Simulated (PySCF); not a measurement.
Bromine: a sound run and one with changed settings

Sound run: Br [Ar] 3d10 4s2 4p5, Br⁺ [Ar] 3d10 4s2 4p4. Calculation: PySCF 2.14, in x2c-TZVPall (6s5p4d1f, 48 functions); the spin-free X2C one-electron Hamiltonian (Gaussian nucleus). In the sound run the correlated levels freeze [Ar] 3d10. The sound run starts from symmetry-adapted Hartree-Fock orbitals and uses a fine grid where one is needed.

Changed run: no relativity, point nucleus. This setting is unsound on purpose.

```tsv
species	method	sound run (hartree)	changed run (hartree)	converged
Br	UHF	-2604.41488	-2556.33979	yes
Br	MN15	-2607.79931	-2559.86971	yes
Br	B3LYP	-2606.24935	-2558.20874	yes
Br	MP2	-2604.54894	-2556.47397	yes
Br	CCSD(T)	-2604.57259	-2556.49833	yes
Br⁺	UHF	-2604.02086	-2555.94318	yes
Br⁺	MN15	-2607.36932	-2559.43671	yes
Br⁺	B3LYP	-2605.81140	-2557.76852	yes
Br⁺	MP2	-2604.12488	-2556.04785	yes
Br⁺	CCSD(T)	-2604.14721	-2556.07105	yes
```

Ionisation energy of Br:

```
 method  sound run (eV)  changed run (eV)
    UHF          10.722            10.792
   MN15          11.701            11.782
  B3LYP          11.917            11.979
    MP2          11.539            11.595
SCS-MP2          11.537            11.593
   CCSD          11.541            11.594
CCSD(T)          11.575            11.627
```

Most of the change in total energy is the relativistic energy itself. On top of that the contraction fixes the core shape for the Hamiltonian it was made with, so the changed run is not a good calculation with the other Hamiltonian either.

For comparison, NIST gives 11.814 eV between the lowest levels.
